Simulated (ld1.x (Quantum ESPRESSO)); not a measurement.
## Which setting gave this result? (hydrogen, PAW)

Base potential:

hydrogen (H), PAW, made with ld1.x (Quantum ESPRESSO) 7.5 (PBE, scalar-relativistic). Core none, reference 1s1. Waves: 1s (bound): rcut 0.95, rcutus 1.15 bohr; 1s channel at 2.6 Ry: rcut 0.95, rcutus 1.15 bohr; 2p channel at 0.2 Ry: rcut 0.75, rcutus 1.00 bohr; 2p channel at 1 Ry: rcut 0.75, rcutus 1.00 bohr. Local part: all-electron potential smoothed inside 0.75 bohr (lloc = -1). Core correction: none. Augmentation charge: PSQ, inside the norm-conserving radii.

Cutoffs, loose and tight: the cutoffs (Ry, on a coarse ladder) from which the occupation-weighted sum of valence levels, in a spherical-Bessel basis at the reference potential, stays within 10 and 1 mRy of its value at 400 Ry. They do not see the model core or the augmentation charge, which bear on the density cutoff. Test errors are all-electron minus pseudo excitation energies from the reference, over the configurations 1s0.5; variants that change the core or the reference have their own tests.

Only the scale of all radii (base = 1) is moved (1 further runs of the sweep failed or gave no value and are left out):

```tsv
scale of all radii (base = 1)	cutoff, loose	cutoff, tight	bound ghosts
0.74	21 Ry	45 Ry	none
0.84	21 Ry	40 Ry	none
0.98	25 Ry	35 Ry	none
1.08	15 Ry	25 Ry	none
1.24	12 Ry	18 Ry	none
```

**Question.** One more run gave cutoff, loose: 12 Ry; cutoff, tight: 21 Ry; bound ghosts: none. Which value of the scale of all radii (base = 1) was used?

**Answer.** 1.18. The tight cutoff moves one way along this sweep, from 45 Ry at 0.74 to 18 Ry at 1.24, which places the run between 1.08 and 1.24.
